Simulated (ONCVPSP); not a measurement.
# Pseudopotential generation for cobalt (Co): ONCV, LDA (Perdew-Wang 92), non-relativistic.

Co, optimised norm-conserving Vanderbilt (ONCV), made with ONCVPSP 4.0.1 (LDA (Perdew-Wang 92), non-relativistic). Core [Ne] 3s2, reference 3p6 3d7 4s1.5 4p0.5. Waves: 4s: rc 2.55 bohr, ncon 4, nbas 6, qcut 2.8 1/bohr, 1 projector; 3p+4p: rc 1.30 bohr, ncon 3, nbas 7, qcut 10.4 1/bohr, 2 projectors; 3d: rc 1.05 bohr, ncon 4, nbas 9, qcut 13.1 1/bohr, 1 projector. Local part: polynomial inside 1.00 bohr (lpopt 2, dvloc0 0 Ha). Core correction: Teter function, fcfact 4.25, rcfact 1.25.

All-electron outer shells of the reference configuration (LDA (PZ), non-relativistic, ld1.x):

```csv
shell,level (eV),outermost node (bohr),outermost maximum (bohr)
2p,-766.96,–,0.17
3s,-100.30,0.32,0.67
3p,-65.92,0.29,0.68
3d,-9.68,–,0.66
4s,-6.16,0.97,2.32
4p,-1.88,1.05,3.13
```

Results:

```
Cutoffs needed             : 74 Ha and 84 Ha (the cutoffs (Ha) at which the residual kinetic energy of the hardest occupied pseudo-wave falls to 1 and 0.1 mHa per electron)
Ghost test                 : ghosts flagged at negative energy: s at -32.2 eV; no localised positive-energy state flagged; a true bound ghost makes a file unfit for plane-wave use
Largest excitation error   : -22 meV (all-electron minus pseudo) for 3p6 3d7 4s0 4p0, out of 4 test configurations
rms error of d²Exc/dni dnj : 3.55 mHa without and 2.61 mHa with the model core
```

Generation and tests took about 2.4 s on one core of a shared server CPU.
